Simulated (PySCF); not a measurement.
# Tc (technetium, neutral) across methods

[Kr] 4d6 5s1, high-spin 6D determinant (an excited configuration). Computed with PySCF 2.14 in ANO-RCC-VTZP, with scalar relativity by spin-free X2C-1e.

| method | E (hartree) | mean ε 4d α (eV) | mean ε 5s α (eV) | mean ε 4d β (eV) | Σ⟨r²⟩ (bohr²) | ⟨S²⟩ |
| --- | --- | --- | --- | --- | --- | --- |
| B97-3 | -4284.85 | -6.692 | -5.061 | -4.274 | 53.94 | 8.753 |
| PBE0 | -4284.84 | -6.794 | -5.260 | -4.163 | 53.99 | 8.752 |
| PBE | -4284.78 | -5.391 | -4.690 | -2.998 | 54.37 | 8.751 |
| UHF | -4282.89713 | -10.566 | -6.496 | -6.911 | 54.69 | 8.755 |
| M06-2X | -4285.47 | -8.207 | -5.777 | -5.575 | 53.72 | 8.756 |
| LDA | -4280.26 | -5.528 | -4.929 | -3.119 | 54.40 | 8.751 |
| M06 | -4285.19 | -6.610 | -4.970 | -4.301 | 54.35 | 8.756 |
| r2SCAN | -4285.16 | -5.672 | -4.931 | -3.006 | 53.73 | 8.752 |
